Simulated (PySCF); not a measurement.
Two species compared at the same levels of theory.

First species: C₇H₁₄FP.
SMILES with atom numbers: `[CH3:1][CH2:2]/[C:3]([F:4])=[P:5]\[C:6]([CH3:7])([CH3:8])[CH3:9]` (hydrogens: H10, H11, H12 on C1; H13, H14 on C2; H15, H16, H17 on C7; H18, H19, H20 on C8; H21, H22, H23 on C9)

Second species: C5H16Si2.
Cartesian coordinates in Å at the GFN2-xTB level; atoms count from 1:
```
atom  x, y, z in Å
C1    -1.1729   -1.1736   -1.0409
C2    -0.9691   -0.0580   -0.0138
C3    -1.3279    1.2816   -0.6599
Si4   -2.1262   -0.3646    1.4872
C5     0.4859   -0.0443    0.4904
C6     1.5639    0.1894   -0.5682
Si7    3.3136    0.1847    0.1730
H8    -0.8611   -2.1342   -0.6346
H9    -2.2223   -1.2472   -1.3208
H10   -0.6021   -0.9839   -1.9492
H11   -1.1285    2.1056    0.0229
H12   -0.7559    1.4463   -1.5724
H13   -2.3835    1.3070   -0.9247
H14   -1.9482    0.7075    2.4684
H15   -1.7992   -1.6537    2.0997
H16   -3.5167   -0.3808    1.0273
H17    0.6875   -0.9998    0.9835
H18    0.5774    0.7337    1.2540
H19    1.3881    1.1435   -1.0674
H20    1.4978   -0.5821   -1.3370
H21    3.5761   -1.1080    0.8097
H22    4.2906    0.4129   -0.8940
H23    3.4278    1.2452    1.1768
```

Levels: PBE0/pcSseg-1 for dipole moment, HOMO energy, LUMO energy and HOMO–LUMO gap; GFN2-xTB for rotational constant A and rotational constant C. Geometries: GFN2-xTB. Each structure is a single optimised conformer of the isolated species, non-relativistic unless stated. Electronic properties by PySCF.

The conformers computed, where there is a choice (atom-mapped SMILES and torsion angles):
- `[CH3:1][CH2:2]/[C:3]([F:4])=[P:5]\[C:6]([CH3:7])([CH3:8])[CH3:9]`: C1–C2–C3–F4 -71°, C3–P5–C6–C7 -60°
- `[CH3:1][C:2]([CH3:3])([SiH3:4])[CH2:5][CH2:6][SiH3:7]`: C1–C2–C5–C6 60°, C2–C5–C6–Si7 180°

Values for the first species:

- Dipole moment: 2.97 D
- HOMO energy: -6.74 eV
- LUMO energy: -1.27 eV
- HOMO–LUMO gap: 5.47 eV
- Rotational constant A: 2.059 GHz
- Rotational constant C: 0.752 GHz

(1) Estimate the same properties for the second species, and the change in each.

## Answers

(1) 
```tsv
property	first	second	second less first
dipole moment	2.97 D	0.77 D	-2.20 D
HOMO energy	-6.74 eV	-7.81 eV	-1.07 eV
LUMO energy	-1.27 eV	0.63 eV	+1.90 eV
HOMO–LUMO gap	5.47 eV	8.44 eV	+2.97 eV
rotational constant A	2.059 GHz	3.020 GHz	+0.961 GHz
rotational constant C	0.752 GHz	0.711 GHz	-0.041 GHz
```

On the first: A dipole of 2.97 D is allowed in C1, and pure rotational transitions are dipole-allowed. In atomic units the dipole is 1.17 e·bohr (1 au = 2.5417 D).

On the second: A dipole of 0.77 D is allowed in Cs, and pure rotational transitions are dipole-allowed. The dipole equals about 2.6 × 10⁻³⁰ C·m (1 D = 3.33564 × 10⁻³⁰ C·m).
